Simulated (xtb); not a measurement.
C$_{3}$H$_{9}$Sb, charge -1, doublet, at the geometry of the source list (a state made from the parent by changing its charge; the spin is typed, not shown lowest); xtb with GFN2-xTB.

Input for xtb:
```
$ xtb mol.xyz --gfn 2 --chrg -1 --uhf 1 --grad --json

# file mol.xyz
13

Sb    -0.00200000     0.01770000     1.22880000
C      0.18730000    -1.81640000     0.08130000
H      0.84370000    -2.51580000     0.59200000
H      0.59880000    -1.58780000    -0.89860000
H     -0.79230000    -2.27250000    -0.03440000
C      1.46900000     1.08240000     0.04220000
H      2.46560000     0.71800000     0.26500000
H      1.42780000     2.14210000     0.26600000
H      1.25900000     0.93180000    -1.01090000
C     -1.65400000     0.73500000     0.01980000
H     -2.56070000     0.20220000     0.28500000
H     -1.43260000     0.56960000    -1.02890000
H     -1.80950000     1.79370000     0.19270000
```

What the program printed (banner, timings and long lists left out):

```
   ID    Z sym.   atoms
    1   51 Sb     1
    2    6 C      2, 6, 10
    3    1 H      3-5, 7-9, 11-13

           -------------------------------------------------
          |                Calculation Setup                |
           -------------------------------------------------

           -------------------------------------------------
          |                 G F N 2 - x T B                 |
           -------------------------------------------------

          ...................................................
          :                      SETUP                      :
          :.................................................:
          :  # basis functions                  31          :
          :  # atomic orbitals                  30          :
          :  # shells                           18          :
          :  # electrons                        27          :
          :  max. iterations                   250          :
          :  Hamiltonian                  GFN2-xTB          :
          :  restarted?                      false          :
          :  GBSA solvation                  false          :
          :  PC potential                    false          :
          :  electronic temp.          300.0000000     K    :
          :  accuracy                    1.0000000          :
          :  -> integral cutoff          0.2500000E+02      :
          :  -> integral neglect         0.1000000E-07      :
          :  -> SCF convergence          0.1000000E-05 Eh   :
          :  -> wf. convergence          0.1000000E-03 e    :
          :  Broyden damping             0.4000000          :
          :  net charge                         -1          :
          :  unpaired electrons                  1          :
          ...................................................

 iter      E             dE          RMSdq      gap      omega  full diag
   1    -13.3830717 -0.133831E+02  0.646E+00    0.05       0.0  T
   2    -13.4217864 -0.387147E-01  0.457E+00    0.03       1.0  T
   3    -13.4189003  0.288608E-02  0.315E+00    0.09       1.0  T
   4    -13.4356409 -0.167406E-01  0.101E+00    0.05       1.0  T
   5    -13.4366983 -0.105742E-02  0.203E+00    0.10       1.0  T
   6    -13.4366359  0.623627E-04  0.173E+00    0.11       1.0  T
   7    -13.4373487 -0.712799E-03  0.496E-01    0.10       1.0  T
   8    -13.4373563 -0.759395E-05  0.216E-01    0.11       1.0  T
   9    -13.4374249 -0.686182E-04  0.363E-01    0.13       1.0  T
  10    -13.4374311 -0.613446E-05  0.199E-01    0.12       1.0  T
  11    -13.4374329 -0.181016E-05  0.522E-02    0.12       1.0  T
  12    -13.4374332 -0.380408E-06  0.413E-02    0.12       1.0  T
  13    -13.4374334 -0.182588E-06  0.390E-02    0.12       1.0  T
  14    -13.4374337 -0.248563E-06  0.126E-02    0.12       2.2  T
  15    -13.4374337 -0.290914E-07  0.532E-03    0.12       5.2  T
  16    -13.4374337 -0.618827E-08  0.807E-04    0.12      34.3  T
  17    -13.4374337 -0.104767E-08  0.219E-04    0.12     126.5  T

   *** convergence criteria satisfied after 17 iterations ***

         :::::::::::::::::::::::::::::::::::::::::::::::::::::
         ::                     SUMMARY                     ::
         :::::::::::::::::::::::::::::::::::::::::::::::::::::
         :: total energy             -13.266591810781 Eh    ::
         :: gradient norm              0.120920930454 Eh/a0 ::
         :: HOMO-LUMO gap              0.121641802893 eV    ::
         ::.................................................::
         :: SCC energy               -13.437417969354 Eh    ::
         :: -> isotropic ES            0.099439333828 Eh    ::
         :: -> anisotropic ES          0.004010331135 Eh    ::
         :: -> anisotropic XC          0.004968601546 Eh    ::
         :: -> dispersion             -0.009284518611 Eh    ::
         :: repulsion energy           0.170826158572 Eh    ::
         :: add. restraining           0.000000000000 Eh    ::
[...]
        18                          0.2949935               8.0272
        19                          0.3011343               8.1943
        20                          0.3475906               9.4584
        21                          0.3695487              10.0559
        22                          0.3729863              10.1495
        23                          0.3910031              10.6397
        24                          0.4073193              11.0837
        25                          0.4178703              11.3708
       ...                                ...                  ...
        30                          0.7894067              21.4808
      -------------------------------------------------------------
                  HL-Gap            0.0044703 Eh            0.1216 eV
             Fermi-level           -0.0181906 Eh           -0.4950 eV

     #   Z          covCN         q      C6AA      α(0)
     1  51 Sb       2.675    -0.144   394.089    37.819
     2   6 C        3.664    -0.120    23.098     6.894
     3   1 H        0.926    -0.053     4.173     3.194
     4   1 H        0.926    -0.042     3.895     3.086
     5   1 H        0.926    -0.053     4.157     3.188
     6   6 C        3.665    -0.133    23.351     6.930
     7   1 H        0.926    -0.045     3.979     3.119
     8   1 H        0.926    -0.063     4.413     3.285
     9   1 H        0.926    -0.050     4.081     3.159
    10   6 C        3.665    -0.137    23.440     6.944
    11   1 H        0.926    -0.049     4.067     3.154
    12   1 H        0.926    -0.051     4.122     3.175
    13   1 H        0.926    -0.060     4.336     3.256

 Mol. C6AA /au·bohr⁶  :       2737.460741
 Mol. C8AA /au·bohr⁸  :     119015.859900
 Mol. α(0) /au        :         87.203879

Wiberg/Mayer (AO) data.
largest (>0.10) Wiberg bond orders for each atom

 ---------------------------------------------------------------------------
     #   Z sym  total        # sym  WBO       # sym  WBO       # sym  WBO
 ---------------------------------------------------------------------------
     1  51 Sb   2.383 --     2 C    0.852     6 C    0.794    10 C    0.775
     2   6 C    3.904 --     3 H    1.005     5 H    1.004     4 H    1.000
                             1 Sb   0.852
     3   1 H    0.997 --     2 C    1.005
     4   1 H    0.997 --     2 C    1.000
     5   1 H    0.997 --     2 C    1.004
     6   6 C    3.870 --     8 H    1.001     9 H    0.996     7 H    0.995
                             1 Sb   0.794
     7   1 H    0.998 --     6 C    0.995
     8   1 H    0.996 --     6 C    1.001
     9   1 H    0.997 --     6 C    0.996
    10   6 C    3.854 --    13 H    0.997    12 H    0.995    11 H    0.993
                             1 Sb   0.775
    11   1 H    0.997 --    10 C    0.993
    12   1 H    0.996 --    10 C    0.995
    13   1 H    0.996 --    10 C    0.997
 ---------------------------------------------------------------------------

Topologies differ in total number of bonds
Writing topology from bond orders to xtbtopo.mol

molecular dipole:
                 x           y           z       tot (Debye)
 q only:        0.047      -0.129      -0.262
   full:       -0.044       0.036      -2.169       5.514
molecular quadrupole (traceless):
                xx          xy          yy          xz          yz          zz
 q only:       -2.535      -0.078      -2.792      -0.108       0.168       5.327
  q+dip:        2.244      -0.105       1.741      -0.521       0.845      -3.984
   full:        0.897       0.119       4.092      -0.588       1.043      -4.989

           -------------------------------------------------
          | TOTAL ENERGY              -13.266591810781 Eh   |
          | GRADIENT NORM               0.120920930454 Eh/α |
          | HOMO-LUMO GAP               0.121641802893 eV   |
           -------------------------------------------------

normal termination of xtb
```
